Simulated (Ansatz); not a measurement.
C$_{4}$H$_{10}$O$_{2}$Sb (SMILES CC[O][Sb+][O]CC), charge +1, singlet, at a GFN2-xTB geometry (all electrons, no relativity); Ansatz (a quantum-chemistry and plane-wave program) with PBE0-D4/STO-3G.

Input for Ansatz:
Ansatz 0.2 input:
```yaml
crystal:
  periodic: [false, false, false]
  atoms:
    - {symbol: Sb, position_ang: [-0.20912211, 0.73703085, 0.26169453]}
    - {symbol: O, position_ang: [-0.55186228, -1.13548900, 0.30490070]}
    - {symbol: C, position_ang: [-1.59799964, -1.82002368, 0.97515898]}
    - {symbol: C, position_ang: [-2.54219831, -0.92073203, 1.74165235]}
    - {symbol: H, position_ang: [-2.13528267, -2.38638621, 0.20637872]}
    - {symbol: H, position_ang: [-1.11297565, -2.53926026, 1.64432980]}
    - {symbol: H, position_ang: [-3.02499400, -0.21293550, 1.06267013]}
    - {symbol: H, position_ang: [-3.31265886, -1.51605063, 2.22499360]}
    - {symbol: H, position_ang: [-1.99670382, -0.36787948, 2.51095594]}
    - {symbol: O, position_ang: [1.28042581, 0.50783529, -0.84218053]}
    - {symbol: C, position_ang: [1.83676916, -0.68985362, -1.38727725]}
    - {symbol: C, position_ang: [2.90420216, -0.29677141, -2.38943824]}
    - {symbol: H, position_ang: [2.26565826, -1.28322146, -0.57124818]}
    - {symbol: H, position_ang: [1.04608139, -1.28514828, -1.85799653]}
    - {symbol: H, position_ang: [3.67585932, 0.29753588, -1.90888203]}
    - {symbol: H, position_ang: [3.35577078, -1.19453299, -2.80186001]}
    - {symbol: H, position_ang: [2.47132434, 0.28481946, -3.19809898]}
basis:
  gaussian:
    orbitals: STO-3G
hamiltonian:
  xc: pbe0
  dispersion: d4
total_charge: 1
```

Question: Write the output that Ansatz gives for this input, abridged.

Answer: 
```
Functional definition: PBE0
854 factors; integrals over basis functions are off by at most 3.7e-5 eV
mean field evaluation 1: about -178436.7441 eV, gradient 3.2e1 eV
mean field evaluation 2: about -178423.2649 eV, gradient 7.2e1 eV
mean field evaluation 4: about -178441.1282 eV, gradient 9.0e0 eV
mean field evaluation 8: about -178441.3322 eV, gradient 4.8e-1 eV
mean field evaluation 16: about -178441.3331 eV, gradient 3.5e-5 eV
mean field -178441.33312930 eV, -6557.5980406220 hartree, gradient 3.5e-5 eV, S^2 0.000000; 0 other end points of the search recorded, 0 dependent functions left out
reference -178441.33315495 eV, -6557.5980415648 hartree; 50, 50 occupied and 17, 17 virtual orbitals, 854 factors
Total energy: -178441.64052302 eV, -6557.6093371329 hartree
```
